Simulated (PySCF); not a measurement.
From one molecule to another.

First species: C₅H₁₃GaSi.
Numbering: `[SiH3:1][CH2:2][Ga:3]1[CH2:4][CH2:5][CH2:6][CH2:7]1` (hydrogens: H8, H9, H10 on Si1; H11, H12 on C2; H13, H14 on C4; H15, H16 on C5; H17, H18 on C6; H19, H20 on C7)

Cartesian coordinates in Å at the PBE0-D3(BJ)/def2-SVP level; atoms count from 1:
```xyz
20
C5H13GaSi angstrom
Si     3.2256    0.4628   -0.9654
C      2.2728   -0.5509    0.2883
Ga     0.3196   -0.2871    0.1960
C     -0.8532    0.4932   -1.2041
C     -2.2450    0.0701   -0.7135
C     -2.3231    0.0864    0.8233
C     -1.1647   -0.7040    1.4490
H      4.7071    0.2519   -0.8819
H      2.7890    0.1110   -2.3535
H      2.9658    1.9239   -0.7610
H      2.6199   -0.3389    1.3136
H      2.4639   -1.6256    0.1134
H     -0.6470    0.1947   -2.2431
H     -0.7442    1.5938   -1.1702
H     -3.0448    0.7026   -1.1363
H     -2.4573   -0.9580   -1.0619
H     -2.2717    1.1372    1.1635
H     -3.3069   -0.2897    1.1538
H     -0.9969   -0.4648    2.5098
H     -1.3630   -1.7913    1.4011
```

Second species: C2H2ClNO.
Numbering: `[O:1]=[N:2]/[CH:3]=[CH:4]/[Cl:5]` (hydrogens: H6 on C3; H7 on C4)

Levels: PBE0/def2-SVPD for HOMO energy, LUMO energy, HOMO–LUMO gap and static isotropic polarisability; TDDFT PBE0/def2-SVPD for lowest singlet excitation; TDA PBE0/def2-SVPD for lowest triplet excitation (Tamm–Dancoff); ΔSCF PBE0/def2-SVPD for vertical ionisation energy. Geometries: PBE0-D3(BJ)/def2-SVP. All species are isolated and taken at one optimised geometry, non-relativistic unless stated; the electronic structure was computed with PySCF and density fitting.

Dipoles, sizes and rotational constants follow the conformer. The torsions of the flexible species, by atom-mapped SMILES:
- `[O:1]=[N:2]/[CH:3]=[CH:4]/[Cl:5]`: O1–N2–C3–C4 180°

The conformers of `[SiH3][CH2][Ga]1[CH2]CC[CH2]1` aren't listed.

Values for the first species:

```
HOMO energy                              : -6.75 eV
LUMO energy                              : -0.79 eV
HOMO–LUMO gap                            : 5.96 eV
Lowest singlet excitation                : 4.50 eV
Lowest triplet excitation (Tamm–Dancoff) : 4.19 eV
Static isotropic polarisability          : 115.2 au
Vertical ionisation energy               : 8.52 eV
```

(1) Estimate the same properties for the second species, and the change in each.

## Answers

(1) 
```json
{"property": "HOMO energy", "first": "-6.75 eV", "second": "-6.86 eV", "second less first": "-0.11 eV"}
{"property": "LUMO energy", "first": "-0.79 eV", "second": "-3.10 eV", "second less first": "-2.31 eV"}
{"property": "HOMO–LUMO gap", "first": "5.96 eV", "second": "3.76 eV", "second less first": "-2.20 eV"}
{"property": "lowest singlet excitation", "first": "4.50 eV", "second": "1.50 eV", "second less first": "-3.00 eV"}
{"property": "lowest triplet excitation (Tamm–Dancoff)", "first": "4.19 eV", "second": "0.65 eV", "second less first": "-3.54 eV"}
{"property": "static isotropic polarisability", "first": "115.2 au", "second": "56.9 au", "second less first": "-58.3 au"}
{"property": "vertical ionisation energy", "first": "8.52 eV", "second": "8.97 eV", "second less first": "+0.45 eV"}
```

On the first: S1 lies 1.46 eV below the HOMO–LUMO gap; its leading configuration is HOMO→LUMO, weight 0.99. The 10 singlets span 4.50 to 7.30 eV, and their oscillator strengths add up to 0.20. Relativistic effects, spin–orbit coupling among them, are left out although an element past zinc is present.

On the second: In wavenumbers S1 is 12100 cm⁻¹ (1 eV = 8065.54 cm⁻¹). The vertical singlet–triplet gap S1 − T1 is 0.85 eV (TDDFT singlet less Tamm–Dancoff triplet; S1: HOMO→LUMO, weight 0.98; T1: HOMO→LUMO, weight 0.94).
